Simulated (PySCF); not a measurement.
Te(F)4 anion (F4Te), SMILES F[Te](F)(F)F (connectivity only; charge and spin as stated), charge -1, multiplicity 2. The structure is a stationary point at B3LYP-D3(BJ)/def2-SVPD. The multiplicity is an assumed one; other spin states were not compared. The isomer is the one that the SMILES or the coordinates give; other isomers of the formula were not compared. The def2 effective core potentials stand for the cores of Te; spin–orbit coupling is left out.

Level of theory: PySCF with B3LYP-D3(BJ)/def2-SVPD.

Harmonic wavenumbers (cm⁻¹): 130, 145, 145, 226, 283, 372, 464, 478, 526. Rotational constants (GHz): 3.709, 2.283, 2.156; symmetry number 2.

### Question
Work out the zero-point energy and the ideal-gas rigid-rotor harmonic-oscillator thermochemistry at 298.15 K and 1 atm.

### Answer
ZPE = ½ Σ hcν = ½ × 2770 cm⁻¹ = 16.57 kJ/mol. H − E(el) = 36.93 kJ/mol. Entropy in J/(mol K): translation 175.05, rotation 108.32, vibration 62.64, spin 5.76, total 351.78. G − E(el) = -67.95 kJ/mol. Cp = 94.33 J/(mol K). Modes under 150 cm⁻¹ make the vibrational entropy uncertain.
